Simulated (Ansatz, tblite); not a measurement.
Forces on B(OMe2)H3 (C2H9BO) at its PBE-D4/def2-SVP geometry. The state is a singlet with charge 0.

The xTB rows come from tblite.

GFN1-xTB (tblite), largest force 0.72 eV/Å:

```xyz
13
positions Å, forces eV/Å
B     1.323   -0.794    0.042    0.326   -0.466   -0.043
O     0.161    0.379    0.099   -0.653    0.293   -0.040
C    -0.796    0.191    1.154    0.078   -0.061   -0.038
C    -0.447    0.648   -1.176    0.068   -0.075    0.033
H    -0.215    0.064    2.084   -0.258    0.087   -0.389
H    -1.403   -0.721    0.965    0.247    0.437    0.080
H    -1.445    1.087    1.217    0.281   -0.440    0.010
H    -1.033   -0.233   -1.515    0.236    0.421    0.160
H    -1.099    1.539   -1.084    0.295   -0.421   -0.091
H     0.379    0.839   -1.882   -0.362   -0.047    0.304
H     2.088   -0.390   -0.827   -0.376   -0.192    0.431
H     0.704   -1.819   -0.256    0.344    0.459    0.144
H     1.783   -0.789    1.179   -0.225    0.005   -0.559
```

GFN2-xTB (tblite), largest force 0.85 eV/Å:

```
B 0.038 -0.243 -0.041
O -0.451 0.367 0.004
C 0.217 -0.097 -0.396
C 0.103 -0.249 0.376
H -0.314 0.064 -0.457
H 0.244 0.460 0.151
H 0.264 -0.436 0.007
H 0.252 0.468 0.104
H 0.278 -0.417 -0.093
H -0.433 -0.091 0.340
H -0.469 -0.337 0.623
H 0.520 0.563 0.192
H -0.249 -0.052 -0.811
```

PBE-D4/def2-TZVP (Ansatz), largest force 0.45 eV/Å:

```
B 0.104 -0.136 -0.011
O 0.256 0.047 0.048
C -0.298 -0.091 0.319
C -0.190 0.050 -0.400
H -0.144 0.040 -0.268
H 0.167 0.239 0.022
H 0.182 -0.233 -0.040
H 0.154 0.220 0.115
H 0.175 -0.241 0.001
H -0.216 -0.053 0.211
H -0.197 -0.086 0.197
H 0.134 0.239 0.068
H -0.126 0.006 -0.262
```
